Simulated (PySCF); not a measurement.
F5Sb, charge -1, doublet, at a GFN2-xTB geometry (a state made from the parent by changing its charge; the spin is typed, not shown lowest) (all electrons, no relativity) (in this run its highest filled SCF level lies above zero, so its values depend strongly on the basis, on diffuse functions most of all), with bond 3-1 at 1.25 times its length; HF/STO-3G in PySCF.

Here is a job for PySCF.
```python
from pyscf import gto, scf

mol = gto.M(
    atom='''
Sb   -0.14082778    0.06892398    0.18765744
F     1.37299800   -0.81046783    1.42071276
F    -1.78342849    1.04596452   -1.68637017
F     0.98143243    1.89186455    0.13433258
F     0.96184478   -0.47074637   -1.28168834
F    -1.06334278   -1.85177597   -0.02518448
''',
    basis='sto-3g',
    charge=-1,
    spin=1,
    verbose=4,
)

mf = scf.UHF(mol)
mf.kernel()
mo_i, mo_e, stable_i, stable_e = mf.stability(internal=True, external=True, return_status=True, nroots=6, tol=1e-6)
print('internally stable:', stable_i, ' externally stable:', stable_e)
if not stable_i:
    umf = mf.copy()
    umf.scf_summary = {}
    umf.kernel(umf.make_rdm1(mo_i, mf.mo_occ))
mf.analyze()
```

Predict the main parts of the log of this PySCF run.


```
PySCF version 2.14.0

[INPUT] verbose = 4
[INPUT] num. atoms = 6
[INPUT] num. electrons = 97
[INPUT] charge = -1
[INPUT] spin (= nelec alpha-beta = 2S) = 1
[INPUT] symmetry False subgroup None
[INPUT] Mole.unit = angstrom
[INPUT] Symbol           X                Y                Z      unit          X                Y                Z       unit  Magmom
[...]
nuclear repulsion = 690.580975058439
number of shells = 26
number of NR pGTOs = 156
number of NR cGTOs = 52
basis = sto-3g
ecp = {}

******** <class 'pyscf.scf.uhf.UHF'> ********
method = UHF
initial guess = minao
damping factor = 0
level_shift factor = 0
DIIS = <class 'pyscf.scf.diis.CDIIS'>
diis_start_cycle = 1
diis_space = 8
diis_damp = 0
SCF conv_tol = 1e-09
SCF conv_tol_grad = None
SCF max_cycles = 50
direct_scf = True
direct_scf_tol = 1e-13
number electrons alpha = 49  beta = 48
Set gradient conv threshold to 3.16228e-05
init E= -6721.3911571101

cycle= 1 E= -6740.95236193867  delta_E= -19.6  |g|= 0.342  |ddm|= 2.07
cycle= 2 E= -6741.13772152378  delta_E= -0.185  |g|= 0.122  |ddm|= 1.08
cycle= 3 E= -6741.16901297357  delta_E= -0.0313  |g|= 0.0758  |ddm|= 0.308
cycle= 4 E= -6741.19440888716  delta_E= -0.0254  |g|= 0.0564  |ddm|= 0.333
cycle= 5 E= -6741.21008142329  delta_E= -0.0157  |g|= 0.0209  |ddm|= 0.365
cycle= 6 E= -6741.21184509867  delta_E= -0.00176  |g|= 0.0167  |ddm|= 0.0991
cycle= 7 E= -6741.21348397019  delta_E= -0.00164  |g|= 0.00866  |ddm|= 0.129
cycle= 8 E= -6741.21403498192  delta_E= -0.000551  |g|= 0.00517  |ddm|= 0.0886
cycle= 9 E= -6741.21419124252  delta_E= -0.000156  |g|= 0.00417  |ddm|= 0.0384
cycle= 10 E= -6741.21430782909  delta_E= -0.000117  |g|= 0.00312  |ddm|= 0.0362
cycle= 11 E= -6741.21440888306  delta_E= -0.000101  |g|= 0.00275  |ddm|= 0.0342
cycle= 12 E= -6741.21445514688  delta_E= -4.63e-05  |g|= 0.00257  |ddm|= 0.0189
cycle= 13 E= -6741.21455598077  delta_E= -0.000101  |g|= 0.00151  |ddm|= 0.0504
cycle= 14 E= -6741.21459406867  delta_E= -3.81e-05  |g|= 0.000835  |ddm|= 0.0367
cycle= 15 E= -6741.2146005315  delta_E= -6.46e-06  |g|= 0.000555  |ddm|= 0.0135
cycle= 16 E= -6741.21460231269  delta_E= -1.78e-06  |g|= 0.000484  |ddm|= 0.00348
cycle= 17 E= -6741.21460405392  delta_E= -1.74e-06  |g|= 0.000445  |ddm|= 0.00373
cycle= 18 E= -6741.21460563996  delta_E= -1.59e-06  |g|= 0.000411  |ddm|= 0.003
cycle= 19 E= -6741.21460810452  delta_E= -2.46e-06  |g|= 0.000367  |ddm|= 0.00495
cycle= 20 E= -6741.21461295148  delta_E= -4.85e-06  |g|= 0.000254  |ddm|= 0.013
[...]
converged SCF energy = -6741.21461584489  <S^2> = 0.84008526  2S+1 = 2.088143
<class 'pyscf.scf.uhf.UHF'> wavefunction has an internal instability
<class 'pyscf.scf.uhf.UHF'> wavefunction is stable in the real -> complex stability analysis
<class 'pyscf.scf.uhf.UHF'> wavefunction has an UHF/UKS -> GHF/GKS instability
internally stable: False  externally stable: False
converged SCF energy = -6741.21463339576  <S^2> = 0.8678919  2S+1 = 2.1146081
Total Energy =                       -6741.214615844886794
[...]
spin_pop of  0 Sb 3pz      -0.00000
spin_pop of  0 Sb 4px      -0.00004
spin_pop of  0 Sb 4py      -0.00001
spin_pop of  0 Sb 4pz      -0.00003
spin_pop of  0 Sb 5px      -0.07392
spin_pop of  0 Sb 5py      -0.02690
spin_pop of  0 Sb 5pz      -0.05215
spin_pop of  0 Sb 3dxy      0.00000
spin_pop of  0 Sb 3dyz      0.00000
spin_pop of  0 Sb 3dz^2     0.00000
spin_pop of  0 Sb 3dxz      0.00000
spin_pop of  0 Sb 3dx2-y2    0.00000
spin_pop of  0 Sb 4dxy      0.00001
spin_pop of  0 Sb 4dyz      0.00005
spin_pop of  0 Sb 4dz^2     0.00002
spin_pop of  0 Sb 4dxz      0.00020
spin_pop of  0 Sb 4dx2-y2    0.00001
spin_pop of  1 F 1s       -0.00000
spin_pop of  1 F 2s       -0.00325
spin_pop of  1 F 2px       0.14342
spin_pop of  1 F 2py       0.04689
spin_pop of  1 F 2pz       0.04271
spin_pop of  2 F 1s       -0.00000
spin_pop of  2 F 2s       -0.00027
spin_pop of  2 F 2px       0.20078
spin_pop of  2 F 2py       0.07801
spin_pop of  2 F 2pz       0.65390
spin_pop of  3 F 1s        0.00000
spin_pop of  3 F 2s       -0.00018
spin_pop of  3 F 2px      -0.00078
spin_pop of  3 F 2py      -0.00994
spin_pop of  3 F 2pz      -0.00233
spin_pop of  4 F 1s        0.00000
spin_pop of  4 F 2s       -0.00019
spin_pop of  4 F 2px      -0.00111
spin_pop of  4 F 2py      -0.00076
spin_pop of  4 F 2pz       0.01286
spin_pop of  5 F 1s        0.00000
spin_pop of  5 F 2s       -0.00018
spin_pop of  5 F 2px      -0.00839
spin_pop of  5 F 2py      -0.00373
spin_pop of  5 F 2pz      -0.00093
 ** Mulliken Spin Density (per atom)  **
spin density of  0 Sb =     -0.14651
spin density of  1 F =      0.22977
spin density of  2 F =      0.93241
spin density of  3 F =     -0.01323
spin density of  4 F =      0.01079
spin density of  5 F =     -0.01323
 ** Mulliken pop alpha/beta on meta-lowdin orthogonal AOs **
 ** Mulliken pop       alpha | beta **
In total            49.00000 | 48.00000
 ** Mulliken atomic charges   ( Nelec_alpha | Nelec_beta ) **
charge of  0Sb =      0.66565  (    25.09392     25.24043 )
charge of  1F =     -0.31602  (     4.77289      4.54312 )
charge of  2F =     -0.04268  (     4.98755      4.05514 )
charge of  3F =     -0.47446  (     4.73062      4.74385 )
charge of  4F =     -0.35802  (     4.68441      4.67361 )
charge of  5F =     -0.47446  (     4.73062      4.74385 )

WARN: System has nonzero charge -1; the dipole moment is origin-dependent.
Location of origin: [0. 0. 0.]

Dipole moment(X, Y, Z, Debye): -1.38972,  0.76563, -0.15399
```
